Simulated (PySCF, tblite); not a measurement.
Isomers of H9NO3Si3. Calculated harmonic vibrations of the isolated species, GFN2-xTB (tblite), most abundant isotopes, no scaling. This tight-binding method is rough: wavenumbers can miss measured ones by several per cent, in bad cases by 10 to 20. Modes of hydrogen on silicon can be 10 to 20 % off. One conformer each.

Electronic energies: PBE0/pcSseg-1 single points on the GFN2-xTB geometries (PySCF, gas phase).

```csv
SMILES,"electronic energy, lowest = 0 (kJ/mol)"
N[Si@H](O[SiH3])O[SiH2]O,7.4
O[SiH2]N([SiH2]O)[SiH2]O,119.1
N[Si](O)(O[SiH3])O[SiH3],0.0
```

Task: How do GFN2-xTB zero-point energies change the relative energies?

Result: 
| SMILES | ZPE (kJ/mol) | of it from modes above 1550 cm⁻¹ | electronic (kJ/mol) | with ZPE, lowest = 0 (kJ/mol) | lowest mode (cm⁻¹) | rings |
| --- | --- | --- | --- | --- | --- | --- |
| N[Si](O)(O[SiH3])O[SiH3] | 254.1 | 144.7 | 0.0 | 0.0 | 3 | 0 |
| N[Si@H](O[SiH3])O[SiH2]O | 255.8 | 145.6 | 7.4 | 9.0 | 10 | 0 |
| O[SiH2]N([SiH2]O)[SiH2]O | 255.4 | 145.5 | 119.1 | 120.4 | 32 | 0 |

The zero-point energies span 1.7 kJ/mol, from `N[Si](O)(O[SiH3])O[SiH3]` to `N[Si@H](O[SiH3])O[SiH2]O`. The order is unchanged.

Task: And how do the electronic energies of GFN2-xTB itself compare?

Result: `N[Si](O)(O[SiH3])O[SiH3]` 27.3; `N[Si@H](O[SiH3])O[SiH2]O` 0.0; `O[SiH2]N([SiH2]O)[SiH2]O` 158.1 kJ/mol, lowest = 0. Against the energies above, taken from the same isomer `N[Si](O)(O[SiH3])O[SiH3]`, the largest difference is 34.7 kJ/mol.
